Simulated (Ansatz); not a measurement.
## One reagent, a row of partners

Four-centre ligand exchange: BHOF₂ ([OH][B]([F])[F]) meets different reagents, and the same bond of it breaks. Each row is one chosen step, not always the lowest open to these reactants.

Gas-phase electronic energies, without zero-point energy, by CCSD(T) at an estimated basis limit (MP2 extrapolated from triple and quadruple zeta, plus CCSD(T) − MP2 in triple zeta); Ansatz 0.2.0, def2-TZVPP and QZVPP, frozen cores, on PBE0-D4/def2-TZVP structures. Extrapolation: Hartree–Fock as exp(−7.88 √X), correlation as X^−2.97. All energies, in kJ/mol, count from the separated reactants, without counterpoise correction; the start and end structures are the complexes reached by relaxing down from the saddle, and deeper ones may exist. Brackets give SMILES, or, where every atom is bracketed, only which atoms are joined. Steps whose reference was doubtful or whose search ended elsewhere are left out.

| reactants | products | broken | formed | start structure | saddle | end structure | saddle by PBE0-D4/TZ |
| --- | --- | --- | --- | --- | --- | --- | --- |
| BHOF₂ ([OH][B]([F])[F]) + HF | BF₃ ([F][B]([F])[F]) + H₂O, still joined by a dative B–O bond | B–O, F–H | B–F, H–O | -23.8 | 66.8 | -45.9 | 50.0 |
| BHOF₂ ([OH][B]([F])[F]) + HBr | BBrF₂ ([F][B]([F])[Br]) + H₂O, still joined by a dative B–O bond | Br–H, B–O | B–Br, H–O | -11.8 | 91.4 | 24.3 | 72.9 |
| BHOF₂ ([OH][B]([F])[F]) + H₂S | BHSF₂ ([F][B]([F])[SH]) + H₂O, still joined by a dative B–O bond | B–O, H–S | B–S, H–O | -11.5 | ? | 51.6 | 94.3 |
| BHOF₂ ([OH][B]([F])[F]) + SiH₄ | BSiH₃F₂ ([F][B]([F])[SiH3]) + H₂O | B–O, H–Si | B–Si, H–O | -5.4 | 252.0 | 127.1 | 221.5 |

What is the height of the saddle for BHOF₂ ([OH][B]([F])[F]) + H₂S? (Judge from chemistry; the value comes from the calculation.)

The calculation gives: 119.2 kJ/mol relative to the separated reactants, between the members at 91.4 and 252.0; above its start structure the barrier is 119.2 − (-11.5) ≈ 130.7 kJ/mol.

How do the PBE0-D4 saddles lie against the coupled-cluster estimate?

All lower, by 16.8 to 30.5 kJ/mol.

T1 diagnostic: at most 0.013. The filled d shells of Br are correlated in sets not built for that, so values that involve them are less sure.

For scale, one of the runs: CCSD(T)/def2-TZVPP, 236 basis functions, launched by `ansatz run in.yaml --threads 4 --pin off --events-out ev --progress --plain --max-ram 9574MiB`. The run took 33 s on 4 CPU threads of an Intel Xeon 6975P-C (shared host), with 4.9 GiB of host memory at its peak.
